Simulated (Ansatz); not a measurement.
These are Ansatz (a first-principles code) with CAM-B3LYP-D3(BJ)/def2-TZVP values and carry that method's errors. No frequencies were computed at this level.

Ansatz 0.2 input:
```yaml
crystal:
  periodic: [false, false, false]
  atoms:
    - { symbol: C, position_ang: [-1.509162, 0.004012, -0.194806] }
    - { symbol: B, position_ang: [0.029063, -0.102232, -0.132678] }
    - { symbol: C, position_ang: [1.382049, 0.119876, 0.029881] }
    - { symbol: N, position_ang: [2.601222, 0.287587, 0.172514] }
    - { symbol: H, position_ang: [-2.001502, -0.799775, -0.741359] }
    - { symbol: H, position_ang: [-1.885797, -0.032806, 0.829464] }
    - { symbol: H, position_ang: [-1.848793, 0.952852, -0.611581] }
    - { symbol: H, position_ang: [3.220914, -0.519155, 0.051681] }
basis:
  gaussian: { orbitals: def2-tzvp }
hamiltonian:
  xc: cam_b3lyp
  dispersion: d3bj
relax:
  max_steps: 150
```

Output:

```
Functional definition: CAM-B3LYP
860 factors; their error is unknown
292 factors; integrals over basis functions are off by at most 2.4e-6 eV
mean field evaluation 1: about -4295.6307 eV, gradient 5.4e1 eV
mean field evaluation 2: about -4295.2848 eV, gradient 5.5e1 eV
mean field evaluation 4: about -4301.7860 eV, gradient 2.7e0 eV
mean field evaluation 8: about -4301.8048 eV, gradient 8.6e-2 eV
mean field evaluation 16: about -4301.7959 eV, gradient 4.0e-4 eV
mean field -4301.79586289 eV, -158.0880820992 hartree, gradient 2.3e-5 eV, S^2 0.000000; 0 other end points of the search recorded, 0 dependent functions left out
reference -4301.79597944 eV, -158.0880863823 hartree; 14, 14 occupied and 134, 134 virtual orbitals, 860 factors
relax step   1: F+E_penalty+E_count = -4301.88895170 eV  Δ(F+E_penalty+E_count) = +0.000e0 eV  max|allowed force component| = 4.441e-1 eV/Å  Δτ_max = 0.0000 Å  (35 SCF iters, accepted)
these checks for a lower state are left out or cut short: starts, cluster_reference, orbital_swaps, neighbouring_geometries, increment
860 factors; their error is unknown
292 factors; integrals over basis functions are off by at most 2.4e-6 eV
mean field -4301.81811417 eV, -158.0888998187 hartree, gradient 1.3e-5 eV, S^2 0.000000; 0 other end points of the search recorded, 0 dependent functions left out
reference -4301.81823050 eV, -158.0889040937 hartree; 14, 14 occupied and 134, 134 virtual orbitals, 860 factors
relax step   2: F+E_penalty+E_count = -4301.91147102 eV  Δ(F+E_penalty+E_count) = -2.252e-2 eV  max|allowed force component| = 3.832e-1 eV/Å  Δτ_max = 0.0623 Å  (42 SCF iters, accepted)
these checks for a lower state are left out or cut short: starts, cluster_reference, orbital_swaps, neighbouring_geometries, increment
860 factors; their error is unknown
292 factors; integrals over basis functions are off by at most 2.4e-6 eV
mean field evaluation 32: about -4301.8369 eV, gradient 5.8e-2 eV
mean field -4301.82926629 eV, -158.0893096517 hartree, gradient 1.0e-5 eV, S^2 0.000000; 0 other end points of the search recorded, 0 dependent functions left out
reference -4301.82938244 eV, -158.0893139201 hartree; 14, 14 occupied and 134, 134 virtual orbitals, 860 factors
relax step   3: F+E_penalty+E_count = -4301.92284634 eV  Δ(F+E_penalty+E_count) = -1.138e-2 eV  max|allowed force component| = 4.115e-1 eV/Å  Δτ_max = 0.0734 Å  (43 SCF iters, accepted)
these checks for a lower state are left out or cut short: starts, cluster_reference, orbital_swaps, neighbouring_geometries, increment
860 factors; their error is unknown
292 factors; integrals over basis functions are off by at most 2.8e-6 eV
mean field -4301.80106218 eV, -158.0882731698 hartree, gradient 1.9e-5 eV, S^2 0.000000; 0 other end points of the search recorded, 0 dependent functions left out
reference -4301.80117749 eV, -158.0882774070 hartree; 14, 14 occupied and 134, 134 virtual orbitals, 860 factors
relax step   4: F+E_penalty+E_count = -4301.89462882 eV  Δ(F+E_penalty+E_count) = +2.822e-2 eV  max|allowed force component| = 6.445e-1 eV/Å  Δτ_max = 0.1197 Å  (43 SCF iters, rejected (line search))
these checks for a lower state are left out or cut short: starts, cluster_reference, orbital_swaps, neighbouring_geometries, increment
860 factors; their error is unknown
292 factors; integrals over basis functions are off by at most 2.7e-6 eV
mean field -4301.83937462 eV, -158.0896811258 hartree, gradient 1.8e-5 eV, S^2 0.000000; 0 other end points of the search recorded, 0 dependent functions left out
reference -4301.83949019 eV, -158.0896853731 hartree; 14, 14 occupied and 134, 134 virtual orbitals, 860 factors
relax step   5: F+E_penalty+E_count = -4301.93284739 eV  Δ(F+E_penalty+E_count) = -1.000e-2 eV  max|allowed force component| = 1.450e-1 eV/Å  Δτ_max = 0.0477 Å  (42 SCF iters, accepted)
these checks for a lower state are left out or cut short: starts, cluster_reference, orbital_swaps, neighbouring_geometries, increment
860 factors; their error is unknown
292 factors; integrals over basis functions are off by at most 2.8e-6 eV
mean field evaluation 64: about -4301.8420 eV, gradient 9.2e-6 eV
mean field -4301.84196855 eV, -158.0897764509 hartree, gradient 9.2e-6 eV, S^2 0.000000; 0 other end points of the search recorded, 0 dependent functions left out
reference -4301.84208408 eV, -158.0897806966 hartree; 14, 14 occupied and 134, 134 virtual orbitals, 860 factors
relax step   6: F+E_penalty+E_count = -4301.93537306 eV  Δ(F+E_penalty+E_count) = -2.526e-3 eV  max|allowed force component| = 1.394e-1 eV/Å  Δτ_max = 0.0262 Å  (43 SCF iters, accepted)
these checks for a lower state are left out or cut short: starts, cluster_reference, orbital_swaps, neighbouring_geometries, increment
860 factors; their error is unknown
292 factors; integrals over basis functions are off by at most 2.9e-6 eV
mean field -4301.84463173 eV, -158.0898743212 hartree, gradient 1.6e-5 eV, S^2 0.000000; 0 other end points of the search recorded, 0 dependent functions left out
reference -4301.84474769 eV, -158.0898785825 hartree; 14, 14 occupied and 134, 134 virtual orbitals, 860 factors
relax step   7: F+E_penalty+E_count = -4301.93794699 eV  Δ(F+E_penalty+E_count) = -2.574e-3 eV  max|allowed force component| = 1.388e-1 eV/Å  Δτ_max = 0.0484 Å  (42 SCF iters, accepted)
these checks for a lower state are left out or cut short: starts, cluster_reference, orbital_swaps, neighbouring_geometries, increment
860 factors; their error is unknown
292 factors; integrals over basis functions are off by at most 2.6e-6 eV
mean field -4301.83095926 eV, -158.0893718670 hartree, gradient 9.7e-6 eV, S^2 0.000000; 0 other end points of the search recorded, 0 dependent functions left out
reference -4301.83107512 eV, -158.0893761250 hartree; 14, 14 occupied and 134, 134 virtual orbitals, 860 factors
relax step   8: F+E_penalty+E_count = -4301.92447624 eV  Δ(F+E_penalty+E_count) = +1.347e-2 eV  max|allowed force component| = 5.876e-1 eV/Å  Δτ_max = 0.0570 Å  (43 SCF iters, rejected (line search))
these checks for a lower state are left out or cut short: starts, cluster_reference, orbital_swaps, neighbouring_geometries, increment
860 factors; their error is unknown
292 factors; integrals over basis functions are off by at most 2.8e-6 eV
mean field -4301.84418437 eV, -158.0898578810 hartree, gradient 1.8e-5 eV, S^2 0.000000; 0 other end points of the search recorded, 0 dependent functions left out
reference -4301.84430016 eV, -158.0898621361 hartree; 14, 14 occupied and 134, 134 virtual orbitals, 860 factors
relax step   9: F+E_penalty+E_count = -4301.93758900 eV  Δ(F+E_penalty+E_count) = +3.580e-4 eV  max|allowed force component| = 1.179e-1 eV/Å  Δτ_max = 0.0285 Å  (42 SCF iters, rejected (line search))
these checks for a lower state are left out or cut short: starts, cluster_reference, orbital_swaps, neighbouring_geometries, increment
860 factors; their error is unknown
292 factors; integrals over basis functions are off by at most 2.9e-6 eV
mean field evaluation 96: about -4301.8457 eV, gradient 1.8e-5 eV
mean field -4301.84566455 eV, -158.0899122764 hartree, gradient 1.8e-5 eV, S^2 0.000000; 0 other end points of the search recorded, 0 dependent functions left out
reference -4301.84578045 eV, -158.0899165356 hartree; 14, 14 occupied and 134, 134 virtual orbitals, 860 factors
relax step  10: F+E_penalty+E_count = -4301.93899535 eV  Δ(F+E_penalty+E_count) = -1.048e-3 eV  max|allowed force component| = 5.767e-2 eV/Å  Δτ_max = 0.0137 Å  (42 SCF iters, accepted)
these checks for a lower state are left out or cut short: starts, cluster_reference, orbital_swaps, neighbouring_geometries, increment
860 factors; their error is unknown
292 factors; integrals over basis functions are off by at most 2.8e-6 eV
mean field -4301.84572091 eV, -158.0899143475 hartree, gradient 2.3e-5 eV, S^2 0.000000; 0 other end points of the search recorded, 0 dependent functions left out
reference -4301.84583681 eV, -158.0899186070 hartree; 14, 14 occupied and 134, 134 virtual orbitals, 860 factors
relax step  11: F+E_penalty+E_count = -4301.93905976 eV  Δ(F+E_penalty+E_count) = -6.441e-5 eV  max|allowed force component| = 2.238e-2 eV/Å  Δτ_max = 0.0088 Å  (41 SCF iters, accepted)
these checks for a lower state are left out or cut short: starts, cluster_reference, orbital_swaps, neighbouring_geometries, increment
860 factors; their error is unknown
292 factors; integrals over basis functions are off by at most 2.9e-6 eV
mean field -4301.84577486 eV, -158.0899163305 hartree, gradient 2.3e-5 eV, S^2 0.000000; 0 other end points of the search recorded, 0 dependent functions left out
reference -4301.84589083 eV, -158.0899205922 hartree; 14, 14 occupied and 134, 134 virtual orbitals, 860 factors
relax step  12: F+E_penalty+E_count = -4301.93911374 eV  Δ(F+E_penalty+E_count) = -5.398e-5 eV  max|allowed force component| = 4.162e-3 eV/Å  Δτ_max = 0.0039 Å  (42 SCF iters, accepted)
860 factors; their error is unknown
292 factors; integrals over basis functions are off by at most 2.9e-6 eV
mean field evaluation 128: about -4301.8458 eV, gradient 1.1e-2 eV
mean field -4301.84577486 eV, -158.0899163305 hartree, gradient 1.1e-5 eV, S^2 0.000000; 1 other end points of the search recorded, 0 dependent functions left out
reference -4301.84589083 eV, -158.0899205922 hartree; 14, 14 occupied and 134, 134 virtual orbitals, 860 factors
Total energy: -4301.93922971 eV, -158.0933507327 hartree
Atom 0 at    -1.494901     0.024330    -0.206160 Å, force     0.000436     0.004164    -0.000802 eV/Å
Atom 1 at     0.022527     0.090718    -0.122211 Å, force    -0.001601    -0.000511    -0.003474 eV/Å
Atom 2 at     1.389805     0.126839     0.007197 Å, force     0.003872     0.000153     0.003135 eV/Å
Atom 3 at     2.614027     0.271761     0.132914 Å, force     0.000077    -0.001856    -0.000103 eV/Å
Atom 4 at    -1.875238    -0.843934    -0.744690 Å, force    -0.000674     0.000241     0.003941 eV/Å
Atom 5 at    -1.840177    -0.076446     0.831364 Å, force    -0.001197    -0.003343    -0.001315 eV/Å
Atom 6 at    -1.956003     0.932053    -0.596152 Å, force    -0.000250    -0.000547    -0.000752 eV/Å
Atom 7 at     3.127954    -0.614962     0.100854 Å, force    -0.000663     0.001699    -0.000631 eV/Å
Dipole moment:    -0.383176    -0.310421    -0.034743 e Å
```

Cost: roughly 70 core-seconds.
